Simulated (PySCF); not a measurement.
A run for PySCF: R-B3LYP/6-31G* on HCl (SMILES Cl) with ghost functions, monomers drawn apart or pushed together.

```python
from pyscf import gto, scf, dft, mp
from pyscf.data.elements import chemcore

mol = gto.M(
    atom='''
    Cl   -0.27068733    0.32754095   -0.09807415
    H     0.58689984    0.05791804    0.85843757
    ghost-O    1.10768209   -0.18660793    2.40052831
    ghost-C    0.21726334   -0.05779316    3.20664962
    ghost-O   -1.04668940    0.24346252    2.93409082
    ghost-H    0.35966317   -0.17949326    4.28602381
    ghost-H   -1.16365880    0.35022985    1.96834464
    ''',
    basis='6-31g*',
    cart=True,
    charge=0, spin=0, verbose=3, max_memory=1800)
mf = dft.RKS(mol, xc='b3lyp')
mf.conv_tol = 1e-8
mf.max_cycle = 100
mf.kernel()
if not mf.converged:
    mf = mf.newton().run(mf.mo_coeff, mf.mo_occ)
```

**Question.** Give the final energy of this run.

**Answer.** -460.7965 hartree.
